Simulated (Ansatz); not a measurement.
Total energies of CH5AlOSi.

| atom | x (Å) | y (Å) | z (Å) |
| --- | --- | --- | --- |
| Al1 | -0.1264 | -0.9429 | -1.2888 |
| Si2 | -0.3898 | -0.6349 | 1.1300 |
| C3 | 0.5815 | 0.9111 | 0.7380 |
| O4 | -0.3676 | 0.6084 | -0.3100 |
| H5 | -1.4366 | -1.3085 | -2.0888 |
| H6 | 1.3720 | -1.1629 | -1.7467 |
| H7 | -1.5684 | -0.1788 | 1.9421 |
| H8 | 1.6169 | 0.8576 | 0.4088 |
| H9 | 0.3186 | 1.8508 | 1.2155 |

The species carries charge 0 and has multiplicity 1. The bonds changed during the relaxation, so this is another structure than the one it started from. Geometry: relaxed with PBE0-D4/def2-TZVP. Basis def2-TZVPP, Ansatz 0.2.0.

RPA on PBE orbitals: Hartree–Fock energy of these orbitals -646.46604 Eh, correlation -1.04375 Eh (frozen core).

```json
{"functional": "ωB97X-V", "energy without D4 (Eh)": "-648.17420", "D4 term (kJ/mol)": "–"}
{"functional": "ωB97M-V", "energy without D4 (Eh)": "-648.21463", "D4 term (kJ/mol)": "–"}
```

(1) Give the same for LDA (SPW92), PBE, revPBE, BLYP, r2SCAN, B97M-V, PBE0, B3LYP, r2SCANh, r2SCAN0, HSE06 (plane-wave form), BHLYP, CAM-B3LYP, LC-ωPBE, B2PLYP, PBE-QIDH. (An estimate is asked.)

B3LYP takes the VWN-RPA correlation (the form of Gaussian; ORCA's B3LYP/G). HSE06 is the plane-wave form, built on full-range PBE exchange. The double hybrids freeze the cores in their second-order part.

## Answers

(1) Computed: 
```tsv
functional	energy without D4 (Eh)	D4 term (kJ/mol)
LDA (SPW92)	-645.16491	–
PBE	-647.87655	-18.8
revPBE	-648.14976	-54.9
BLYP	-648.26559	-41.4
r2SCAN	-648.18403	-4.3
B97M-V	-648.15207	–
PBE0	-647.92984	-15.8
B3LYP	-648.34540	-30.7
r2SCANh	-648.17262	-4.6
r2SCAN0	-648.15661	-5.1
HSE06 (plane-wave form)	-647.91132	-14.8
BHLYP	-648.23195	-25.1
CAM-B3LYP	-648.25942	-16.2
LC-ωPBE	-648.04845	–
B2PLYP	-647.97294	–
PBE-QIDH	-647.73736	–
```

LC-ωPBE has ω = 0.4 bohr⁻¹.
